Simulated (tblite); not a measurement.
Compound: C5H3N2O (doublet state).
Atom-mapped SMILES: `[C:1]#[C:2][C@H:3]([C:4]#[N:5])[C:6]([NH2:7])=[O:8]` (hydrogens: H9 on C3; H10, H11 on N7)

Structure optimised with GFN2-xTB, isolated species. This method treats the open shell by occupation alone, without spin polarisation.

Q: What internal coordinates does the optimisation give?

A: 
```tsv
bond	length (bohr)
C1≡C2	2.264
C2–C3	2.771
C3–C4	2.727
C4≡N5	2.160
C3–C6	2.934
C6–N7	2.531
C6=O8	2.274
C3–H9	2.071
N7–H10	1.903
N7–H11	1.902
```

A selection of angles:
```tsv
angle	degrees
C1–C2–C3	169.5
C2–C3–C4	109.9
C2–C3–C6	110.1
C2–C3–H9	110.1
C4–C3–C6	108.1
C4–C3–H9	109.7
C6–C3–H9	108.8
C3–C4–N5	178.0
C3–C6–N7	113.7
C3–C6–O8	120.6
N7–C6–O8	125.7
C6–N7–H10	119.1
C6–N7–H11	121.9
H10–N7–H11	119.0
```

Torsions: C2–C3–C6–N7 48° (synclinal).

The C–C distances run from 1.198 Å (C1≡C2, drawn triple) to 1.553 Å (C3–C6, drawn single), a spread of 0.355 Å. C6 (carbon bonded to C, N and O) is planar (angles 125.7°, 120.6° and 113.7°, sum 360.0°, 0.01 Å off the plane of its three neighbours). The 2 C–N bonds span 1.143 Å (C4≡N5, drawn triple) to 1.340 Å (C6–N7, drawn single), a spread of 0.197 Å. C2 (carbon bonded to 2 C) is bent (angle 169.5°). Of the pairs four or more bonds apart, C2···H11 is among the closest relative to their van der Waals radii: 2.52 Å, 87 % of the sum of Bondi's values. N7 (nitrogen bonded to C and 2 H) is planar (angles 121.9°, 119.1° and 119.0°, sum 360.0°, 0.01 Å off the plane of its three neighbours).

Point group: C1 (no symmetry element, even within 0.4 Å). Its GFN2-xTB frequencies are all real (lowest 34 cm⁻¹). Torsions: C2–C3–C6–N7 48°, C3–C6–N7–H 179° and -3°.

On one thread of an Arm Neoverse V1, no GPU, shared host, this took 0.8 s of wall time. That covers the optimisation of the geometry.

One conformer stands for the species.

The numbers are calculated, not measured.
